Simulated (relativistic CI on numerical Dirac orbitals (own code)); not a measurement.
## V²¹⁺: q coefficients and field-shift factors

Computed by Dirac-Coulomb-Breit CI, orbitals from a KLI potential per configuration, derivatives by finite differences, unscaled Slater integrals, QED left out (own radial code, finite nucleus).

Configuration list: 1s2, 1s 2s, 1s 2p. Levels of other configurations are missing.

With x = (α/α₀)² − 1 an excitation energy changes as ω = ω₀ + qx; K = 2q/ω₀ is the relative enhancement. Terms are leading LS components, so labels can repeat. The field-shift factor is F = δν/δ⟨r²⟩ for the transition from the lowest level.

Lowest level 1s2 1S_0.

```csv
Level,ω₀ (cm⁻¹),q (cm⁻¹),K,F (GHz/fm²)
1s 2s 3S_1,41575027,232000,0.0112,-415
1s 2p 3P°_0,41779512,251600,0.012,-479
1s 2p 3P°_1,41791612,255700,0.0122,-479
1s 2s 1S_0,41796217,244800,0.0117,-417
1s 2p 3P°_2,41859020,332500,0.0159,-479
1s 2p 1P°_1,41995760,318000,0.0151,-477
```

At this charge energies of transitions that change n are usually good to better than 1 %, and those within a shell (Δn = 0) to a few per cent.
